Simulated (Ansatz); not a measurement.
The inner images of a band of AlF2H3OS (8 atoms, charge 0, multiplicity 1) are given out of order.

All numbers below come from RHF/6-31G* (Ansatz 0.2.0).

Image 0:

```xyz
8
Properties=species:S:1:pos:R:3
Al -0.022 0.052 0.415
O -0.527 -0.798 1.793
H -1.335 -1.283 1.849
F 1.581 0.070 0.057
F -1.049 0.236 -0.855
S -0.138 2.376 1.408
H 0.736 3.037 0.663
H 0.686 2.183 2.429
```

Image 8:

```xyz
8
Properties=species:S:1:pos:R:3
Al 0.070 0.639 0.240
O -0.239 -0.181 2.009
H -0.917 -0.852 2.008
F 1.561 0.100 -0.183
F -1.223 -0.119 -0.447
S -0.116 2.795 0.713
H 1.184 3.069 0.689
H -0.388 0.421 2.733
```

Task: Put them in order from the first end to the last, with their energies above the first end.
A.
```xyz
8
Properties=species:S:1:pos:R:3
Al 0.081 0.588 0.158
O -0.219 -0.096 1.984
H -0.842 -0.806 2.113
F 1.571 0.031 -0.241
F -1.206 -0.133 -0.570
S -0.124 2.737 0.691
H 1.135 2.910 1.086
H -0.466 0.640 2.541
```
B.
```xyz
8
Properties=species:S:1:pos:R:3
Al -0.012 0.095 0.337
O -0.445 -0.599 1.827
H -1.082 -1.289 1.924
F 1.569 0.122 -0.114
F -1.104 0.077 -0.890
S -0.096 2.489 1.152
H 1.193 2.795 1.085
H -0.090 2.182 2.441
```
C.
```xyz
8
Properties=species:S:1:pos:R:3
Al -0.040 0.086 0.370
O -0.508 -0.653 1.827
H -1.175 -1.318 1.890
F 1.550 0.093 -0.049
F -1.105 0.147 -0.879
S -0.131 2.436 1.286
H 1.004 2.944 0.826
H 0.337 2.138 2.490
```
D.
```xyz
8
Properties=species:S:1:pos:R:3
Al 0.111 0.486 0.123
O -0.242 -0.049 1.955
H -0.909 -0.671 2.234
F 1.629 0.014 -0.266
F -1.135 -0.150 -0.734
S -0.151 2.615 0.865
H 1.083 2.770 1.339
H -0.454 0.856 2.244
```
E.
```xyz
8
Properties=species:S:1:pos:R:3
Al 0.111 0.160 0.235
O -0.320 -0.328 1.824
H -1.062 -0.861 2.057
F 1.690 0.074 -0.195
F -1.021 -0.011 -0.939
S -0.135 2.497 1.132
H 1.112 2.699 1.534
H -0.444 1.643 2.112
```
F.
```xyz
8
Properties=species:S:1:pos:R:3
Al 0.118 0.300 0.190
O -0.298 -0.097 1.897
H -0.980 -0.689 2.192
F 1.676 0.035 -0.231
F -1.074 -0.102 -0.856
S -0.178 2.491 1.106
H 1.080 2.722 1.466
H -0.412 1.212 1.997
```
G.
```xyz
8
Properties=species:S:1:pos:R:3
Al 0.064 0.106 0.283
O -0.339 -0.491 1.826
H -1.035 -1.107 1.990
F 1.634 0.100 -0.195
F -1.067 0.015 -0.905
S -0.076 2.501 1.080
H 1.195 2.688 1.406
H -0.443 2.061 2.275
```

Result: C (+0.01 eV), B (+0.02 eV), G (+0.05 eV), E (+0.27 eV), F (+0.91 eV), D (-0.11 eV), A (-0.37 eV).

Run time: 6.2 min on 1 thread of Arm Neoverse V1, on a shared host, peak memory 0.17 GiB.
